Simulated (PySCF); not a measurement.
C3H3 (SMILES [C]1=CC1), doublet, geometry from GFN2-xTB. Base run: PySCF with PBE0/6-31G**.

Geometry (Å):
```xyz
6

C      0.0167    -0.1109     0.8267
C      0.0041    -0.6991    -0.5338
C     -0.0216     0.5823    -0.5921
H      0.9375    -0.0735     1.3960
H     -0.8844    -0.1087     1.4280
H     -0.0479     1.5485    -1.0286
```
Charge 0, spin multiplicity 2.
Orbitals are unrestricted.
All else is at PySCF's defaults.

The base run was repeated with changes; each row names its change, and settings that it needs were set with it.

```json
[
 {"change": "base", "basis functions": "57", "E (Eh)": "-115.79473", "HOMO (eV)": "-6.95", "dipole (D)": "1.48"},
 {"change": "basis = ANO-RCC-VDZP; relativity = none", "basis functions": "57", "E (Eh)": "-115.82486", "HOMO (eV)": "-7.11", "dipole (D)": "1.55"},
 {"change": "basis = jorge-DZP-DKH; relativity = spin-free X2C", "basis functions": "60", "E (Eh)": "-115.84551", "HOMO (eV)": "-7.15", "dipole (D)": "1.55"},
 {"change": "basis = jorge-DZP-DKH; relativity = none", "basis functions": "60", "E (Eh)": "-115.79963", "HOMO (eV)": "-7.15", "dipole (D)": "1.55"},
 {"change": "basis = jorge-DZP-DKH; relativity = spin-free X2C; nucleus = Gaussian (with mol.nucmod = 'G')", "basis functions": "60", "E (Eh)": "-115.84550", "HOMO (eV)": "-7.15", "dipole (D)": "1.55"},
 {"change": "basis = ANO-RCC-VDZP; relativity = spin-free X2C; nucleus = Gaussian (with mol.nucmod = 'G')", "basis functions": "57", "E (Eh)": "-115.87330", "HOMO (eV)": "-7.11", "dipole (D)": "1.55"},
 {"change": "basis = x2c-SVPall; relativity = spin-free X2C; nucleus = Gaussian (with mol.nucmod = 'G')", "basis functions": "57", "E (Eh)": "-115.75308", "HOMO (eV)": "-7.20", "dipole (D)": "1.51"},
 {"change": "basis = ANO-RCC-VDZP; relativity = spin-free X2C", "basis functions": "57", "E (Eh)": "-115.87331", "HOMO (eV)": "-7.11", "dipole (D)": "1.55"},
 {"change": "basis = x2c-SVPall; relativity = spin-free X2C", "basis functions": "57", "E (Eh)": "-115.75309", "HOMO (eV)": "-7.20", "dipole (D)": "1.51"},
 {"change": "basis = x2c-SVPall; relativity = none", "basis functions": "57", "E (Eh)": "-115.70940", "HOMO (eV)": "-7.20", "dipole (D)": "1.51"}
]
```

Totals shift with the method and basis; they matter in differences.

Open shells are given as the SCF converged; they aren't shown to be the lowest states, and a large step between rows can be another state.

Basis sets contracted for a relativistic Hamiltonian are a mismatch without it, so the rows without relativity aren't non-relativistic limits. No row has spin-orbit coupling; sets with core potentials leave out the core electrons.
